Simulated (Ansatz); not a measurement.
Consider the redistribution: `O=C=[N][GeH]([F])[Cl]` + `[F][AlH][GeH3]` → `[F][GeH]([Cl])[GeH3]` + `O=C=[N][AlH][F]`.

Computed with Ansatz on PBE0-D4/def2-TZVP structures; ΔE is electronic, products minus reactants. CBS: MP2 limit from def2 TZ/QZ plus the TZ coupled-cluster correction, frozen cores. This one scheme is used for every species. Functionals use def2-TZVPP. For Ge outer-core shells are correlated without core-valence functions, which leaves a few kJ/mol of doubt a bond. Scalar relativity is left out up to krypton. One conformer a species, not always the lowest.

`O=C=[N][GeH]([F])[Cl]`:

Cartesian coordinates in Å:
```
O 1.264 2.585 -0.499
C 0.637 1.615 -0.590
N -0.039 0.631 -0.764
Ge -0.447 -0.879 0.134
F -1.667 -0.465 1.274
Cl 1.230 -1.542 1.255
H -0.978 -1.945 -0.809
```

`[F][AlH][GeH3]`:

```xyz
7

F    -1.814    1.744    0.647
Al   -0.887    0.426    1.011
Ge    0.691   -0.343   -0.725
H    -1.121   -0.221    2.435
H     0.035   -1.418   -1.614
H     1.151    0.797   -1.650
H     1.945   -0.985   -0.104
```

`[F][GeH]([Cl])[GeH3]`:

Cartesian coordinates in Å:
```
F -1.238 -1.870 -0.684
Ge -0.039 -0.638 -0.949
Cl 1.841 -1.678 -1.019
Ge -0.064 0.848 0.967
H -0.310 -0.096 -2.361
H -1.436 1.527 1.058
H 0.211 0.008 2.217
H 1.035 1.899 0.771
```

`O=C=[N][AlH][F]`:

Cartesian coordinates in Å:
```
O -1.218 -2.332 1.245
C -0.742 -1.391 0.752
N -0.259 -0.420 0.248
Al 0.481 0.982 -0.506
F 1.900 0.759 -1.299
H -0.163 2.402 -0.441
```

```json
{"level": "r2SCAN-D4", "ΔE (kJ/mol)": "-105.5", "difference from CCSD(T)/CBS": "-3.2"}
{"level": "BHLYP-D4", "ΔE (kJ/mol)": "-110.0", "difference from CCSD(T)/CBS": "-7.7"}
{"level": "ωB97M-V", "ΔE (kJ/mol)": "-105.3", "difference from CCSD(T)/CBS": "-3.0"}
{"level": "revPBE", "ΔE (kJ/mol)": "-100.2", "difference from CCSD(T)/CBS": "2.1"}
{"level": "BLYP", "ΔE (kJ/mol)": "-109.9", "difference from CCSD(T)/CBS": "-7.6"}
{"level": "r2SCAN0", "ΔE (kJ/mol)": "-105.7", "difference from CCSD(T)/CBS": "-3.4"}
{"level": "BHLYP", "ΔE (kJ/mol)": "-109.7", "difference from CCSD(T)/CBS": "-7.4"}
{"level": "CCSD(T)/def2-SVP", "ΔE (kJ/mol)": "-95.9", "difference from CCSD(T)/CBS": "6.4"}
{"level": "HF/def2-QZVPP", "ΔE (kJ/mol)": "-105.3", "difference from CCSD(T)/CBS": "-3.0"}
{"level": "MP2/CBS(def2)", "ΔE (kJ/mol)": "-106.6", "difference from CCSD(T)/CBS": "-4.3"}
{"level": "CCSD(T)/CBS", "ΔE (kJ/mol)": "-102.3", "difference from CCSD(T)/CBS": "0"}
```

Largest T1 diagnostic among the species: 0.016.

Leaving LDA and LC-ωPBE aside and taking each functional with its dispersion term where it has one, the values, not all of them listed here, spread over 11.5 kJ/mol, from BHLYP-D4 to revPBE-D4. At CCSD(T), def2-SVP lies +6.4 kJ/mol from the extrapolated value and def2-TZVPP +4.2 kJ/mol.
